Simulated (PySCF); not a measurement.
BaCl₂, SMILES [Cl][Ba][Cl].

The structure is a stationary point at B3LYP-D3(BJ)/def2-TZVP. The isomer is the one that the SMILES or the coordinates give; other isomers of the formula were not compared. The def2 effective core potentials stand for the cores of Ba; spin–orbit coupling is left out.

Computed with r2SCAN/def2-TZVPD in PySCF.

Symmetry labels are those of the subgroup C2v that the program uses (full group C2v).

Computed valence orbital energies around the gap with their symmetry:
| orbital | symmetry | energy (eV) |
|---|---|---|
| HOMO−7 | A1 | -18.54 |
| HOMO−6 | B2 | -17.85 |
| HOMO−5 | A1 | -7.27 |
| HOMO−4 | B2 | -6.95 |
| HOMO−3 | A2 | -6.85 |
| HOMO−2 | A1 | -6.73 |
| HOMO−1 | B1 | -6.72 |
| HOMO | B2 | -6.56 |
| LUMO | A1 | -1.79 |
| LUMO+1 | A1 | -1.08 |
| LUMO+2 | B1 | -1.08 |
| LUMO+3 | A2 | -0.43 |
